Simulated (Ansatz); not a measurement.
Species: C2H9N2Si, net charge 0, doublet state. It need not be the lowest isomer of its formula. SMILES: C[Si](C)([NH])N
Structure (B3LYP-D3(BJ)/def2-TZVP (Ansatz, an electronic-structure program) minimum search):
```
Si
N 1 1.7215
H 2 1.0089 1 119.14
H 2 1.0092 3 109.93 1 -143.22
N 1 1.7631 2 112.27 3 -77.39
H 5 1.0239 1 113.54 2 168.46
C 1 1.8749 2 107.13 3 43.96
H 7 1.0918 1 111.12 2 177.75
H 7 1.0919 8 108.23 1 121.43
H 7 1.0924 8 107.65 9 116.44
C 1 1.8754 2 108.26 3 165.93
H 11 1.0914 1 111.61 2 -179.54
H 11 1.0918 12 107.80 1 122.25
H 11 1.0921 12 108.45 13 116.80
```
Charge 0, spin multiplicity 2.

Quantity: atomisation energy (electronic, to ground-state atoms), in eV. Cores are frozen in the correlated levels unless marked. UHF or UKS for open shells. No spin-orbit coupling. No relativistic terms. The coupled-cluster limit lacks core correlation, which all-electron functionals hold. CBS marks a two-point X^-3 extrapolation of the correlation energy; Hartree-Fock from the larger set.

| level | program | atomisation energy (eV) |
|---|---|---|
| PBE-D3(BJ)/def2-TZVPD | Ansatz + dftd3 | 53.29 |
| BLYP-D4/def2-TZVPD | Ansatz + dftd4 | (withheld) |
| B3LYP/def2-TZVPD | Ansatz | (withheld) |
| PBE0-D3(BJ)/def2-TZVPD | Ansatz + dftd3 | 52.51 |
| CAM-B3LYP/def2-TZVPD | Ansatz | (withheld) |
| PBE-QIDH/def2-TZVPD | Ansatz | 51.73 |
| CCSD/6-31G* | Ansatz | (withheld) |
| CCSD(T)/CBS(cc-pV(T+d)Z,cc-pV(Q+d)Z) | Ansatz | 52.44 |

**Question.** What belongs in the gaps?

**Answer.** 
- BLYP-D4/def2-TZVPD, atomisation energy (eV): 52.54
- B3LYP/def2-TZVPD, atomisation energy (eV): 52.21
- CAM-B3LYP/def2-TZVPD, atomisation energy (eV): 52.60
- CCSD/6-31G*, atomisation energy (eV): 46.02
